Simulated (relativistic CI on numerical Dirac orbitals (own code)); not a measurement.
# Spin-allowed bands of a d8 ion in an octahedral site, by hand

Problem. A d8 ion in an octahedral site has a 3A2 ground term and spin-allowed bands at ν1 = 7350 and ν2 = 11413 cm⁻¹ (from a computed ligand-field model). Find Δ and the Racah parameter B, and predict the third band.

Working.
1. The F term splits into A2 (−1.2Δ), T2 (−0.2Δ) and T1 (+0.6Δ), so ν1 = E(T2) − E(A2) = Δ = 7350 cm⁻¹.
2. T1(F) mixes with T1(P), which lies at 15B, through an element 0.4Δ. The two roots, counted from A2, are ν2,3 = ½(15B + 3Δ) ∓ ½√[(15B − Δ)² + 12BΔ].
3. Solving the lower root for B gives B = (2ν1² + ν2² − 3ν1ν2)/(15ν2 − 27ν1) = -13355081/-27255 = 490 cm⁻¹.
4. The sum of the roots is 15B + 3Δ, so ν3 = 15B + 3ν1 − ν2 = 17987 cm⁻¹ (556 nm).

Check. The bands were computed by exact diagonalisation of the d8 shell with B = 490 and Δ = 7350 cm⁻¹, which gives ν3 = 17987 cm⁻¹. C does not enter the terms of highest spin.
